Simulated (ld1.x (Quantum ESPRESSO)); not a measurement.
Building the ultrasoft potential for hydrogen (LDA (PZ), non-relativistic).

- Element: H (Z = 1)
- Generator: ld1.x (Quantum ESPRESSO) 7.5
- Type: ultrasoft
- Functional: LDA (PZ)
- Relativity: non-relativistic
- Frozen core: none
- Valence charge: 1
- Reference configuration: 1s1
- Partial waves: 1s (bound): rcut 1.15, rcutus 1.50 bohr; 1s channel at 3.8 Ry: rcut 1.15, rcutus 1.50 bohr; 2p channel at -0.1 Ry: rcut 1.15, rcutus 1.45 bohr
- Local potential: all-electron potential smoothed inside 1.25 bohr (lloc = -1)
- Core correction: none
- Augmentation charge: PSQ, inside the norm-conserving radii

* Cutoffs needed: 10 Ry and 18 Ry (the cutoffs (Ry, on a coarse ladder) from which the occupation-weighted sum of valence levels, in a spherical-Bessel basis at the reference potential, stays within 10 and 1 mRy of its value at 400 Ry)
* Ghost test: no extra level below or beside the all-electron valence levels (s, p, d, f tested) (spherical-Bessel basis up to 400 Ry, 20 bohr box)
* Lowest eigenvalue of the overlap operator: 0.59 (s channel)
* Density cutoff estimated by the generator: 191 Ry
